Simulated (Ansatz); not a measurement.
Al₁₁Sb₁₀F₃, relaxed as a singlet with RKS r2SCAN-D4/def2-SVP in Ansatz, starting from the force-field or lattice model geometry. Force threshold 0.03 eV/Å.

In the def2 sets Sb takes a core potential; there is no spin–orbit coupling. Single mean-field runs in def2-SVP are fitted with def2-universal-jkfit. The restricted singlet is unstable towards broken spin symmetry in Hartree–Fock (as tested in another run); at r2SCAN-D4/def2-SVP this wasn't settled. Another isomer (singlet) lies 0.68 eV lower at PBE0-D4/def2-TZVP; other spin states weren't run for this one.

Start:

```xyz
24

Al    4.451    1.145    1.057
Al    1.444    3.613   -0.869
Al    1.107    0.705   -4.070
Al    0.922    2.346    3.278
Al    0.598   -0.537    0.065
Al    0.070   -1.805    4.196
Al   -2.935    0.659    2.276
Al   -2.434    1.897   -1.867
Al   -2.720   -0.970   -5.052
Al   -3.272   -2.250   -0.938
Al   -3.804   -3.516    3.224
F     1.156    4.972   -2.046
F     2.869    0.391   -3.940
F     1.849   -2.140    4.299
Sb    3.506    1.841    3.458
Sb    4.062    3.124   -0.656
Sb    3.203   -1.029    0.260
Sb    0.182    1.422   -1.659
Sb   -0.161   -1.478   -4.879
Sb   -0.350    0.154    2.446
Sb   -0.669   -2.729   -0.771
Sb   -1.176   -4.013    3.385
Sb   -4.197   -1.532    1.471
Sb   -3.702   -0.270   -2.669
```

(1) Estimate the energy that the relaxation releases and the steps that it takes.

(2) Does the start keep its bonding and symmetry?

(3) Predict the relaxed structure.

## Answers

(1) 350.7 kcal/mol, in 48 steps; 3.6 min on 4 threads of AMD EPYC 7R13 on a shared host and a share (37 GiB) of an NVIDIA H100 80GB HBM3. No frequencies were taken in this run, so the end may be a saddle point.

(2) Bonds lost: Al4–Sb20, Al5–Sb17 (atoms count from 1). Bonds formed: Al2–Sb15, Al3–Sb17, Al4–Al5, Al4–F14, Al4–Sb17, Al6–Sb21, Al7–Al8, Al9–Sb18 (atoms count from 1). Metal–metal contacts that move far: Al5–Al6 4.35 to 2.77 Å, Al1–Al2 4.34 to 2.76 Å.

(3) 
Cartesian coordinates in Å:
```
Al 4.115 1.895 1.000
Al 1.977 3.159 -0.198
Al 1.787 -0.200 -2.439
Al 1.791 0.135 1.081
Al -0.890 -0.168 0.443
Al 0.051 -1.904 2.382
Al -3.415 0.561 1.361
Al -2.805 1.365 -0.942
Al -1.146 -0.525 -2.818
Al -3.110 -1.605 -0.603
Al -2.761 -2.010 2.725
F 1.583 4.771 -0.465
F 2.381 0.732 -3.720
F 1.784 -1.339 2.264
Sb 2.053 2.386 2.468
Sb 4.287 2.366 -1.504
Sb 3.795 -0.437 -0.639
Sb -0.094 1.681 -1.371
Sb 0.539 -2.418 -3.101
Sb -1.343 0.354 3.116
Sb -0.694 -2.882 -0.363
Sb -1.186 -4.067 2.858
Sb -4.967 -1.601 1.319
Sb -3.732 -0.251 -2.853
```
Bond lengths (bridged metal pairs left out): 30 × Al–Sb 2.54 to 3.01 Å; 4 × Al–F 1.68 to 1.89 Å; 2 × Al–Al 2.51 to 2.77 Å; 2 × Sb–Sb 2.97 to 3.04 Å.
